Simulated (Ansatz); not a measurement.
Total energies of `CCCCCCCCP(=O)(O)O` from Ansatz at PBE0-D4/def2-SVP, gas phase (1 Eh = 27.2114 eV = 2625.5 kJ/mol). The reference geometry is relaxed at PBE-D4/def2-SVP.

```csv
state,geometry,energy (Eh)
charge 0 singlet,reference,-882.17598
charge 1 doublet,reference,-881.81405
charge 1 doublet,relaxed at PBE-D4/def2-SVP,-881.82515
charge -1 doublet,reference,-882.08845
free C atom (triplet),–,-37.76066
free P atom (quartet),–,-341.02153
free O atom (triplet),–,-74.92490
free H atom (doublet),–,-0.50029
```

Problem. Work out the vertical ionisation energy to the doublet.

Solution. E(charge 1 doublet) − E(charge 0 singlet) = -881.81405 − (-882.17598) = 0.36193 Eh = 9.85 eV. For comparison, −ε of the highest occupied level is 8.09 eV at this level, 1.76 eV less.

Problem. Work out the vertical electron affinity, to the doublet.

Solution. E(charge 0 singlet) − E(charge -1 doublet) = -882.17598 − (-882.08845) = -0.08753 Eh = -2.38 eV; negative, so the extra electron isn't bound. The basis lacks diffuse functions, which makes affinities too small.

Problem. Give the fundamental gap IE − EA, the Mulliken electronegativity (IE + EA)/2 and the hardness (IE − EA)/2.

Solution. From the values in Eh: IE − EA = 0.36193 − (-0.08753) = 0.44946 Eh = 12.23 eV; (IE + EA)/2 = 3.73 eV; (IE − EA)/2 = 6.12 eV. The HOMO–LUMO gap of the same run is 9.14 eV, 3.09 eV smaller than the fundamental gap.

Problem. How much does the charge 1 doublet relax, and what is the adiabatic ionisation energy?

Solution. Relaxation: -881.81405 − (-881.82515) = 0.01110 Eh = 0.30 eV. Adiabatic ionisation energy: 0.35083 Eh = 9.55 eV, without zero-point energy. 

Problem. What is the binding energy per atom against free atoms?

Solution. Atoms: 8 × (-37.76066) + 1 × (-341.02153) + 3 × (-74.92490) + 19 × (-0.50029) = -877.38702 Eh. Binding: -877.38702 − (-882.17598) = 4.78896 Eh = 130.31 eV, or 4.20 eV for each of 31 atoms (no zero-point energy, no counterpoise term).

At PBE0-D4/def2-SVP the highest occupied level of the charge -1 doublet lies above zero (up to 3.67 eV). By energy differences it is unbound by 2.38 eV (vertical, to the charge 0 singlet, at PBE0-D4/def2-SVP) and held by the finite basis.
